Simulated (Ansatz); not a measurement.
`C[Si](Cl)(Cl)[GeH3]`, relaxed with RKS PBE-D4/def2-SVP in Ansatz 0.2.0 from a rough embedded geometry. The force threshold is 0.03 eV/Å; the program also tests the step.

Charge 0, multiplicity 1.

Start:

```xyz
11

C     0.865   -1.355   -0.632
Si    0.429    0.437   -0.526
Cl    2.134    1.473   -0.007
Cl   -0.224    1.164   -2.378
Ge   -1.217    0.818    1.052
H     1.162   -1.727    0.400
H     1.612   -1.542   -1.360
H    -0.101   -1.902   -0.865
H    -0.675    0.310    2.484
H    -1.508    2.317    1.147
H    -2.476    0.008    0.686
```

Problem. By how much does the energy fall, and how many steps does the optimiser take? (An estimate is asked.)

Solution. Ansatz gave: 4.10 kcal/mol, in 4 steps.

Problem. Which bonds change most? (An estimate is asked.)

Solution. Ansatz gave: Si2–Ge5 from 2.311 to 2.387 Å; Ge5–H9 from 1.613 to 1.552 Å; C1–H7 from 1.059 to 1.109 Å; Si2–Cl3 from 2.062 to 2.092 Å.

Problem. Give the relaxed structure. (Estimate.)

Solution. Computed: 
```xyz
11

C     0.885   -1.412   -0.664
Si    0.430    0.399   -0.495
Cl    2.147    1.478    0.014
Cl   -0.247    1.091   -2.349
Ge   -1.256    0.873    1.127
H     1.248   -1.812    0.304
H     1.685   -1.533   -1.422
H     0.000   -2.000   -0.982
H    -0.786    0.407    2.531
H    -1.543    2.393    1.167
H    -2.562    0.117    0.767
```
